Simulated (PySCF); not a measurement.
Compound: 1-chloro-3-ethynylbenzene, C₈H₅Cl.
InChI=1S/C8H5Cl/c1-2-7-4-3-5-8(9)6-7/h1,3-6H

Computed, not measured: TDDFT CAM-B3LYP/def2-SVPD, vertical, gas phase, core orbitals frozen in the response (PySCF). Geometry: GFN2-xTB; no solvent, vibrations or thermal averaging.

Computed singlets with f of 0.002 or more:

```json
{"state": "S1", "ν̃ (cm⁻¹)": "40740", "f": "0.018"}
{"state": "S2", "ν̃ (cm⁻¹)": "43200", "f": "0.233"}
{"state": "S4", "ν̃ (cm⁻¹)": "50280", "f": "0.483"}
{"state": "S6", "ν̃ (cm⁻¹)": "52140", "f": "0.259"}
{"state": "S8", "ν̃ (cm⁻¹)": "56090", "f": "0.0036"}
```

**Question.** Turn these into Einstein A coefficients, radiative lifetimes, transition dipoles and integrated cross-sections.

**Answer.** Relations used (vacuum, state to state): A = 0.6670 f ν̃² s⁻¹ (ν̃ in cm⁻¹); τ = 1/A; f = (2/3) ΔE |μ|² in atomic units; ∫σ dE = 109.76 f Mb·eV.

| state | A (s⁻¹) | τ | \|μ\| (D) | ∫σ dE (Mb·eV) |
| --- | --- | --- | --- | --- |
| S1 | 2.0×10⁷ | 49 ns | 0.98 | 2 |
| S2 | 2.9×10⁸ | 3.5 ns | 3.38 | 26 |
| S4 | 8.1×10⁸ | 1.2 ns | 4.52 | 53 |
| S6 | 4.7×10⁸ | 2.1 ns | 3.25 | 28 |
| S8 | 7.5×10⁶ | 130 ns | 0.37 | 0.39 |

Leading configurations: S1 H-1→L (39%); S2 H→L (66%); S4 H→L+1 (45%); S6 H-1→L+1 (71%); S8 H→L+2 (34%) (H = HOMO, L = LUMO).

Only emission to the ground state at the vertical energy is counted.

**Question.** How much energy does a mole of photons resonant with S4 carry?

**Answer.** 6.234 eV × 96.485 = 601 kJ/mol (144 kcal/mol).

**Question.** What is the integrated cross-section of all computed states together?

**Answer.** Σf = 0.997 over S1 to S8, so 109.76 × Σf ≈ 109 Mb·eV.

**Question.** Which computed singlets stay under f = 0.002?

**Answer.** S3 (5.67 eV, f 0.0000), S5 (6.42 eV, f 0.0000) and S7 (6.68 eV, f 0.0010).
